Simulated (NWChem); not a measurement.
# Correlation energy of Br

```
Br
```
Charge 0, spin multiplicity 2.

Program: NWChem.

Basis set: def2-TZVP. Each correlation energy counts from its own Hartree-Fock reference.

The Hamiltonian is non-relativistic. The correlated methods keep 9 core orbitals frozen. No SCF solution was tested for a lower state. Open-shell Hartree-Fock references start from PBE0 orbitals. Coupled-cluster values serve here as a point of comparison, not as the truth.

```tsv
method	correlation energy (mHa)
CCSD on UHF	-256.8
CCSD(T) on ROHF	[?]
CCSD(T) on UHF	[?]
CCSD[T] on UHF	-263.8
CCSD on ROHF	-261.5
CCSD[T] on ROHF	-268.7
SCS-UMP2	[?]
UMP2	[?]
```

**Question.** What belongs in the gaps?

**Answer.** 
- CCSD(T) on ROHF, correlation energy (mHa): -268.5
- CCSD(T) on UHF, correlation energy (mHa): -263.5
- SCS-UMP2, correlation energy (mHa): -230.3
- UMP2, correlation energy (mHa): -245.2
